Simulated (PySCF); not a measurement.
**Excitation energy of Cu by level of theory**

Cu [Ar] 3d10 4s1 (2S) → Cu [Ar] 3d10 4p1 (2P), as a difference of total energies. Calculation: PySCF 2.14, in dyall-av2z (16s12p7d2f, 101 functions); the non-relativistic Hamiltonian (point nucleus). Correlated levels: valence: [Ar] frozen; virtual orbitals above 40 to 60 times the deepest correlated orbital energy dropped. The calculations carry no spin-orbit coupling.

| method | excitation energy (eV) |
| --- | --- |
| UHF | 3.080 |
| MP2 (valence) | 3.660 |
| SCS-MP2 (valence) | 3.582 |
| CCSD (valence) | 3.541 |
| CCSD(T) (valence) | 3.600 |

**Question.** How much does correlation contribute at CCSD(T) (valence)?

**Answer.** 3.600 − (3.080) = 0.520 eV, measured against UHF.

These non-relativistic numbers lack the scalar-relativistic shift.

Errors of the correlated levels include the incompleteness of this basis and the frozen core.

For comparison: 3.806 eV (measured; NIST levels, between the centres of gravity of the two terms).
